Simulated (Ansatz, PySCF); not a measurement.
Reaction (SMILES): O=[Si](F)F + 2 [SiH4] (SiH4) → 2 F[SiH3] + O=[SiH2]
Geometries: B3LYP-D3(BJ)/def2-TZVP minima from Ansatz (an electronic-structure program). Frequencies are from Ansatz or PySCF.

Wanted: bond separation energy (enthalpy at 298 K, with B3LYP-D3(BJ) rigid-rotor harmonic-oscillator terms), in eV. Cores are frozen in the correlated levels unless marked. No spin-orbit coupling. No relativistic terms. CBS marks a two-point X^-3 extrapolation of the correlation energy; Hartree-Fock from the larger set.

```tsv
level	program	bond separation energy (eV)
HF/cc-pVTZ	Ansatz	0.18
RI-HF/aug-cc-pV(Q+d)Z	Ansatz	0.16
```

Problem. Estimate the value at CCSD(T)/CBS(cc-pV(T+d)Z,cc-pV(Q+d)Z) as computed with Ansatz.

Solution. 0.23 eV, so RI-HF/aug-cc-pV(Q+d)Z differs from it by -0.07 eV.
